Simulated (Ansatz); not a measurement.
Calculated with Ansatz (gas phase, PBE0-D4/def2-TZVP geometries, no zero-point term in ΔE). CBS: MP2 limit from def2 TZ/QZ plus the TZ coupled-cluster correction, frozen cores. This one scheme is used for every species. DFT in def2-TZVPP. One conformer a species, not always the lowest.

Consider the ligand exchange at the Al–S bond: `C[CH2][Al]([CH3])[SH]` + H–F → `C[CH2][Al]([CH3])[F]` + H₂S.

```
      level  ΔE (kcal/mol)  difference from CCSD(T)/CBS
     PBE-D4          -14.9                          1.2
  revPBE-D4          -14.3                          1.8
  r2SCAN-D4          -16.8                         -0.7
 r2SCANh-D4          -16.5                         -0.4
   PBE-QIDH          -15.4                          0.7
       BLYP          -20.7                         -4.6
     r2SCAN          -17.2                         -1.1
       PBE0          -15.7                          0.4
  CAM-B3LYP          -20.6                         -4.5
HF/def2-SVP          -21.1                         -5.0
CCSD(T)/CBS          -16.1                            0
```

Largest T1 diagnostic among the species: 0.011.

At CCSD(T), def2-SVP lies −3.7 kcal/mol from the extrapolated value and def2-TZVPP −0.6 kcal/mol. Leaving LDA and LC-ωPBE aside and taking each functional with its dispersion term where it has one, the values, not all of them listed here, spread over 5.0 kcal/mol, from CAM-B3LYP-D4 to revPBE-D4. LDA lies +1.2 kcal/mol from PBE without D4.

CCSD(T)/CBS has its own doubt, a few kJ/mol and more with outer-core shells, so smaller differences from it don't rank the levels.
